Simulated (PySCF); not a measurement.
## UHF on Br³⁺ (bromine, charge +3)

Configuration: [Ar] 3d10 4s2 4p2, high-spin 3P determinant. Computed with PySCF 2.14 in cc-pVDZ-PP with ECP10MDF (4s3p2d, 23 functions), with scalar relativity through the core potential.

| Item | Value |
| --- | --- |
| Total energy | -413.065269 hartree |
| One-electron energy | -696.0017 hartree |
| Hartree (Coulomb) energy | 311.7898 hartree |
| Exchange energy | -28.8533 hartree |
| ⟨S²⟩ | 2.0062 |
| ⟨L²⟩ | 2.018 |
| Sum of ⟨r⟩ | 16.99 bohr |
| Sum of ⟨r²⟩ | 19.76 bohr² |
| Traceless quadrupole moment −½Σ⟨3z² − r²⟩ along its main axis | 1.43 e·bohr² |
| Time after the integrals | 0.05 s of wall time on 1 thread of Neoverse-V2 (shared host) |

```json
{"shell": "3s α", "electrons": "1", "mean orbital energy (hartree)": "-11.28468", "spread (hartree)": "0", "rms radius, mean of both spins (bohr)": "0.589"}
{"shell": "3s β", "electrons": "1", "mean orbital energy (hartree)": "-11.25895", "spread (hartree)": "0", "rms radius, mean of both spins (bohr)": "0.589"}
{"shell": "3p α", "electrons": "3", "mean orbital energy (hartree)": "-9.02826", "spread (hartree)": "0.00004", "rms radius, mean of both spins (bohr)": "0.609"}
{"shell": "3p β", "electrons": "3", "mean orbital energy (hartree)": "-8.99919", "spread (hartree)": "0.03399", "rms radius, mean of both spins (bohr)": "0.609"}
{"shell": "3d α", "electrons": "5", "mean orbital energy (hartree)": "-4.57626", "spread (hartree)": "0.01619", "rms radius, mean of both spins (bohr)": "0.640"}
{"shell": "3d β", "electrons": "5", "mean orbital energy (hartree)": "-4.55711", "spread (hartree)": "0.03254", "rms radius, mean of both spins (bohr)": "0.640"}
{"shell": "4s α", "electrons": "1", "mean orbital energy (hartree)": "-2.32872", "spread (hartree)": "0", "rms radius, mean of both spins (bohr)": "1.67"}
{"shell": "4s β", "electrons": "1", "mean orbital energy (hartree)": "-2.08246", "spread (hartree)": "0", "rms radius, mean of both spins (bohr)": "1.67"}
{"shell": "4p α", "electrons": "2", "mean orbital energy (hartree)": "-1.71237", "spread (hartree)": "0", "rms radius, mean of both spins (bohr)": "1.89"}
```

Energies and moments cover only the electrons outside the core potential.
